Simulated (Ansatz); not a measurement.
Complex (SMILES): N (NH3) with F (HF), atoms 1 to 4 the first; geometry from B3LYP-D3(BJ)/def2-TZVP, monomers rigid:
```xyz
6

N     -0.5698    -0.2403    -0.1194
H     -0.4344     0.5969    -0.6751
H     -0.4917     0.0187     0.8578
H      0.1864    -0.8813    -0.3329
F     -2.9138    -1.3411    -0.6221
H     -2.0588    -0.9396    -0.4388
```

Basis-set convergence of the uncorrected interaction energy at PBE with Ansatz (a program for electronic structure). Cartesian d functions, on some or all atoms, in 6-31G*, 6-31+G*; all else is spherical. The program fits the integrals of some runs and decomposes those of others, by size. No added dispersion term, no relativity. Functions are those of the species that has most. Reference: the counterpoise-corrected one, the value in aug-pcseg-3, -14.74 kcal/mol. Deviations are taken from unrounded values.

```tsv
basis	functions	uncorrected interaction energy (kcal/mol)
6-31G*	38	-16.41
6-31+G*	46	-17.16
cc-pVDZ	48	-17.53
aug-cc-pVDZ	82	-15.23
def2-SVP	48	-17.84
def2-SVPD	75	-16.30
pcseg-1	48	-17.56
aug-pcseg-1	82	-15.76
6-311G**	60	-17.62
6-311+G**	68	-16.17
def2-TZVP	86	-15.71
def2-TZVPD	113	-14.89
cc-pVTZ	116	-16.06
aug-cc-pVTZ	184	-14.82
pcseg-2	116	-15.28
aug-pcseg-2	184	-14.84
def2-TZVPP	118	-15.31
def2-TZVPPD	145	-14.89
cc-pVQZ	230	-15.46
aug-cc-pVQZ	344	-14.81
def2-QZVPP	234	-15.00
def2-QZVPPD	261	-14.78
pcseg-3	252	-14.79
aug-pcseg-3	366	-14.75
```

What the diffuse functions change, pair by pair:
- 6-31G* to 6-31+G*: 8 more functions, deviation -1.66 to -2.41 kcal/mol
- cc-pVDZ to aug-cc-pVDZ: 34 more functions, deviation -2.79 to -0.48 kcal/mol
- def2-SVP to def2-SVPD: 27 more functions, deviation -3.10 to -1.55 kcal/mol
- pcseg-1 to aug-pcseg-1: 34 more functions, deviation -2.82 to -1.01 kcal/mol
- 6-311G** to 6-311+G**: 8 more functions, deviation -2.88 to -1.43 kcal/mol
- def2-TZVP to def2-TZVPD: 27 more functions, deviation -0.97 to -0.15 kcal/mol
- cc-pVTZ to aug-cc-pVTZ: 68 more functions, deviation -1.32 to -0.08 kcal/mol
- pcseg-2 to aug-pcseg-2: 68 more functions, deviation -0.54 to -0.10 kcal/mol
- def2-TZVPP to def2-TZVPPD: 27 more functions, deviation -0.57 to -0.14 kcal/mol
- cc-pVQZ to aug-cc-pVQZ: 114 more functions, deviation -0.72 to -0.07 kcal/mol
- def2-QZVPP to def2-QZVPPD: 27 more functions, deviation -0.25 to -0.04 kcal/mol
- pcseg-3 to aug-pcseg-3: 114 more functions, deviation -0.04 to -0.01 kcal/mol

Leaving out the reference's own pair, they bring the value nearer the reference by more than 0.01 kcal/mol in 10 of 11 pairs.
